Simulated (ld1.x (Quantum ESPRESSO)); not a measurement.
**Ranking TM semilocal potentials for Nb (Z = 41)**

All share these settings but for the change named:

niobium (Nb), norm-conserving Troullier–Martins (semilocal form), made with ld1.x (Quantum ESPRESSO) 7.5 (BLYP, scalar-relativistic). Core [Kr], reference 4d4 5s1 5p0. Waves: 5s (bound): rc 3.10 bohr; 5p (bound, empty): rc 3.15 bohr; 4d (bound): rc 1.55 bohr. Local part: the d channel. Core correction: a·sin(br)/r model core inside 0.85 bohr.

Cutoff: the first of the cutoffs (Ry, on a coarse ladder) from which the occupation-weighted sum of valence levels, in a spherical-Bessel basis at the reference potential, stays within 10 and 1 mRy of its value at 400 Ry; the density cutoff is not measured.

The base gives 40 Ry.

Of 8 variants that were run, those that failed, showed a ghost or another fault, or gave nearly equal values are left out.

A variant can come out equal or close to the base.

Rank these variants from softest to hardest (loose cutoff).
A. wave 4d (bound): rc 1.55 bohr becomes 4d (bound): rc 1.30 bohr
B. all radii but the core radius scaled by about 1.08 (s 3.36, p 3.42, d 1.68 bohr)
C. functional PBEsol

B (35 Ry), C (40 Ry), A (50 Ry).
